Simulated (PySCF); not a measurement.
Species: C2H6GeO2S.
SMILES with atom numbers: `[SH:1][GeH:2]1[O:3][CH2:4][CH2:5][O:6]1` (hydrogens: H7 on S1; H8 on Ge2; H9, H10 on C4; H11, H12 on C5)

Computed by this run: PBE0-D3(BJ)/def2-SVP geometry optimisation, gas phase (PySCF); density fitting, grid level 1; the optimiser is geomeTRIC in internal coordinates, started from a GFN2-xTB structure with every atom displaced at random (about 0.01 Å).

Step 0: E = -73587.9793 eV
```
atom  x, y, z in Å  |  force x, y, z in eV/Å
S1      2.9940    0.8975    0.5251   -0.125   1.262  -0.727
Ge2     0.9683    0.9948   -0.3913   -0.095  -0.304   0.380
O3     -0.4420    1.0524    0.7238    0.825   0.923  -0.153
C4     -1.1343   -0.1386    0.6844   -1.714  -0.385   0.091
C5     -0.8487   -0.8961   -0.6296    0.845   0.453   1.034
O6      0.4826   -0.6114   -0.9917    0.403  -0.226  -0.329
H7      2.7814   -0.2857    1.0397   -0.266  -1.180   0.500
H8      0.8498    2.1286   -1.4011    0.161   0.163  -0.049
H9     -0.9098   -0.7550    1.5720    0.172  -0.172   0.023
H10    -2.2309    0.1120    0.7447    0.568  -0.339  -0.013
H11    -0.9537   -1.9716   -0.4799   -0.128  -0.345  -0.077
H12    -1.5170   -0.5551   -1.4050   -0.646   0.149  -0.681
```

**Question.** Estimate the geometry and energy of step 1. (The exact step hangs on the optimiser's Hessian estimate; all steps are aligned on step 0, rigid shifts and turns removed.)

**Answer.** E = -73588.0901 eV, largest force 0.535 eV/Å
```
atom  x, y, z in Å  |  force x, y, z in eV/Å
S1      2.9054    0.9274    0.5671    0.063  -0.492   0.198
Ge2     0.9532    0.9828   -0.4327    0.127   0.163  -0.179
O3     -0.4426    1.1032    0.6608   -0.458  -0.226   0.126
C4     -1.1134   -0.1486    0.6975    0.198   0.192  -0.078
C5     -0.8528   -0.8768   -0.6265   -0.211  -0.048  -0.092
O6      0.4706   -0.6259   -1.0473    0.045   0.039   0.047
H7      2.6593   -0.2972    1.1302    0.079   0.431  -0.179
H8      0.9654    2.1355   -1.4489   -0.022  -0.083   0.050
H9     -0.7451   -0.7529    1.5467    0.055  -0.009   0.050
H10    -2.1929    0.0125    0.8475    0.013   0.059   0.001
H11    -0.9925   -1.9645   -0.5080   -0.004   0.027  -0.023
H12    -1.5749   -0.5236   -1.3953    0.116  -0.053   0.079
```

The energy changes by -0.1108 eV. The first-order estimate −F·Δx gives -0.2930 eV and the mean of the old and new forces, exact on a quadratic surface, -0.1111 eV. The step makes an angle of 76° with the force vector and moves no atom by more than 0.167 Å.

What follows is the cost of the whole optimisation. Hardware: one thread, Arm Neoverse V1 (aarch64), no GPU, shared host with 32 logical CPUs at a one-minute load of 20. Cost: 67 s wall, 0.56 GiB resident at most.
